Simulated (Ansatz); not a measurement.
Basis-set series for F2H2SSi (`F[SiH](F)S`). Total charge 0; spin multiplicity 1. Geometry: relaxed with PBE0-D4/def2-TZVP. It is one conformer, not always the lowest.

```json
{"functional": "PBE0-D4", "basis": "def2-SVP", "functions": "74", "energy (Eh)": "-887.89683", "HOMO (eV)": "-8.17", "LUMO (eV)": "0.45"}
{"functional": "PBE0-D4", "basis": "def2-QZVPP", "functions": "314", "energy (Eh)": "-888.43941", "HOMO (eV)": "-8.32", "LUMO (eV)": "-0.25"}
{"functional": "ωB97M-V", "basis": "def2-SVP", "functions": "74", "energy (Eh)": "-888.25418", "HOMO (eV)": "-10.35", "LUMO (eV)": "2.48"}
{"functional": "ωB97M-V", "basis": "def2-QZVPP", "functions": "314", "energy (Eh)": "-888.79825", "HOMO (eV)": "-10.54", "LUMO (eV)": "1.41"}
```

Q: Give the rows for def2-TZVPP. (Estimate.)

A: Computed: 
```csv
functional,basis,functions,energy (Eh),HOMO (eV),LUMO (eV)
PBE0-D4,def2-TZVPP,174,-888.40556,-8.29,-0.07
ωB97M-V,def2-TZVPP,174,-888.76646,-10.50,1.85
```

Positive LUMOs are unbound and depend on the basis.
